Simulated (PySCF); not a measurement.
Static response to an electric field

Compound: C₈H₇F.
Numbering: `[CH:1]#[C:2][C:3]([F:4])=[C:5]1[CH2:6][CH:7]=[CH:8][CH2:9]1` (hydrogens: H10 on C1; H11, H12 on C6; H13 on C7; H14 on C8; H15, H16 on C9)

Cartesian coordinates in Å at the GFN2-xTB level; atoms count from 1:
```xyz
16
C8H7F angstrom
C      3.0362    1.8614    0.0624
C      2.3098    0.9212    0.2388
C      1.4894   -0.2044    0.4629
F      2.1191   -1.2691    1.0376
C      0.1941   -0.2858    0.1604
C     -0.6093    0.8150   -0.4746
C     -1.9745    0.2050   -0.5908
C     -2.0137   -1.0305   -0.1209
C     -0.6833   -1.4820    0.3993
H      3.6564    2.6919   -0.0997
H     -0.2054    1.1003   -1.4507
H     -0.6169    1.7184    0.1427
H     -2.7967    0.7529   -1.0166
H     -2.8742   -1.6758   -0.0931
H     -0.3131   -2.3654   -0.1301
H     -0.7256   -1.7443    1.4610
```

Level: CAM-B3LYP/def2-SVPD (PySCF), static field, nuclei fixed, core orbitals frozen in the response. The polarisability tensor in these axes (au):

```
x   115.32  22.52   5.94
y    22.52  97.50  -9.31
z     5.94  -9.31  63.66
```

Problem. Diagonalise the tensor; give its mean and Δα, where Δα² is half the sum of the squared differences of the eigenvalues.

Solution. Principal values 58.51, 87.34 and 130.62 au; mean 92.16 au = 13.66 Å³ = 15.19 × 10⁻⁴⁰ C²·m²/J; Δα = 62.86 au (68 % of the mean).

Problem. What is the dipole moment, and where does it point?

Solution. (-1.55, 1.11, -0.83) D, 2.08 D in size, pointing from the negative to the positive side. Measured along this direction, the outermost atoms are F4 at the negative end and H13 at the positive end.

Problem. In TDDFT the mean static polarisability is Σ f/ω² over all singlet excitations (ω in hartree). How much of it do the 8 lowest give? Their energies (eV) and oscillator strengths: 5.43, 0.3043; 5.43, 0.0140; 6.06, 0.0000; 6.29, 0.0333; 6.41, 0.0032; 6.59, 0.0771; 7.05, 0.0239; 7.23, 0.2867.

Solution. They add up to 14.42 au, 15.6 % of the 92.16 au; the largest single term is 7.65 au, from the state at 5.43 eV. Terms in order: 7.65, 0.35, 0.00, 0.62, 0.06, 1.32, 0.36, 4.07 au. Higher excitations give the rest. The strengths listed sum to 0.742.

Problem. Orientational against electronic polarisability at 500 K (dilute gas, rigid molecules)?

Solution. In Gaussian units μ²/3kT = 20.84 Å³ against 13.66 Å³, a ratio of 1.53; the Debye molar polarisation (4π/3)N_A(α + μ²/3kT) is 87.0 cm³/mol, leaving out the vibrational part.

Problem. Find the Langevin capture rate constant for H3+ (3.023 u) meeting this molecule (122.053 u), k = 2.342 × 10⁻⁹ cm³/s × √(α in Å³ / reduced mass in u).

Solution. The reduced mass is 2.95 u, so k = 5.04 × 10⁻⁹ cm³/s. The formula leaves out the permanent dipole, which adds to the capture rate.

Problem. Molar refractivity from α?

Solution. Lorentz–Lorenz: R = (4π/3)N_A α = 2.5225 cm³/(mol·Å³) × 13.66 Å³ = 34.4 cm³/mol, in the limit of long wavelengths.

Problem. What depolarisation ratio follows for Rayleigh scattering of linearly polarised light, taking the static tensor?

Solution. ρ = 3Δα²/(45ᾱ² + 4Δα²) = 11856.0/(382195 + 15808.0) = 0.0298.

Isolated species at its GFN2-xTB geometry, gas phase.
